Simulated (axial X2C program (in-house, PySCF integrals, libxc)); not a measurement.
**Ω levels of IDyI from open-shell CI on f10 s0**

Computed with an axial X2C code built on PySCF integrals: two-component X2C with atomic mean-field Coulomb and Gaunt terms, basis I dyall-v3z, Dy dyall-v3z (cores contracted in-house). Orbitals come from Hartree–Fock averaged over the configuration Dy f10 s0; CI then distributes these electrons over the f, s shells of Dy.

I–Dy–I held linear, both bonds 3.030 Å (near the minimum of the configuration average).

Active spinors (ω > 0):

| shell | ω | ε (eV) | character |
| --- | --- | --- | --- |
| f | 5/2 | -6.27 | 100% Dy f |
| f | 3/2 | -6.19 | 100% Dy f |
| f | 1/2 | -6.13 | 100% Dy f |
| f | 7/2 | -5.42 | 100% Dy f |
| f | 5/2 | -5.35 | 100% Dy f |
| f | 3/2 | -5.30 | 100% Dy f |
| f | 1/2 | -5.27 | 100% Dy f |
| s | 1/2 | -0.51 | 73% Dy s, 24% Dy d |

Lowest levels of this model:

```csv
Ω,energy (cm⁻¹),g∥,configuration
8,0,19.92,100% f10
7,149,17.38,100% f10
6,244,14.88,100% f10
5,315,12.39,100% f10
4,374,9.90,100% f10
3,426,7.41,100% f10
2,469,4.93,100% f10
1,498,2.46,100% f10
0,508,0.00,100% f10
7,3926,16.51,100% f10
6,4047,14.06,100% f10
5,4143,11.69,100% f10
4,4219,9.34,100% f10
3,4278,6.99,100% f10
2,4322,4.65,100% f10
1,4349,2.32,100% f10
0,4358,0.00,100% f10
6,6826,12.97,100% f10
5,6941,10.66,100% f10
4,7047,8.49,100% f10
3,7127,6.35,100% f10
2,7182,4.22,100% f10
1,7213,2.10,100% f10
0,7224,0.00,100% f10
5,9016,9.24,100% f10
4,9151,7.21,100% f10
3,9271,5.41,100% f10
2,9351,3.59,100% f10
1,9397,1.78,100% f10
0,9412,0.00,100% f10
```

g∥ is the magnitude of 2⟨Lz + ge Sz⟩ for the +Ω component.

Problem. From Ω and g∥ of the lowest level, whose 2⟨Lz + ge Sz⟩ is positive, find ⟨Sz⟩ and ⟨Lz⟩ (ge = 2.0023).

Solution. Ω = ⟨Lz⟩ + ⟨Sz⟩ = 8 and ⟨Lz⟩ + ge⟨Sz⟩ = 9.960, so ⟨Sz⟩ = 1.96 and ⟨Lz⟩ = 6.04.

Occupations of the active spinors in the lowest level by ω, shell by shell in order of energy: -7/2: 0.00; -5/2: 0.93 0.07; -3/2: 0.84 0.16; -1/2: 0.73 0.27 0.00; 1/2: 1.00 1.00 0.00; 3/2: 1.00 1.00; 5/2: 1.00 1.00; 7/2: 1.00. The leading determinant has weight 0.57 among 106.

This point took 9 s on 1 thread of Arm Neoverse V1, on a shared host.

There is no dynamic correlation: spin–orbit spacings and, for f shells, spacings inside one term are the most reliable numbers, splittings between terms come out too wide, and energies between configurations are not reliable, so the lowest level need not be the ground state of the molecule. At most 4 roots were kept for each Ω > 0 (twice that for Ω = 0) within 2.2 eV of the lowest, so higher up levels can be missing between those listed; levels with Ω > 0 are doubly degenerate and listed once, Ω = 0 levels singly. States that fill the shells left empty in the average are placed too high. The molecule was held linear; bending was not examined.
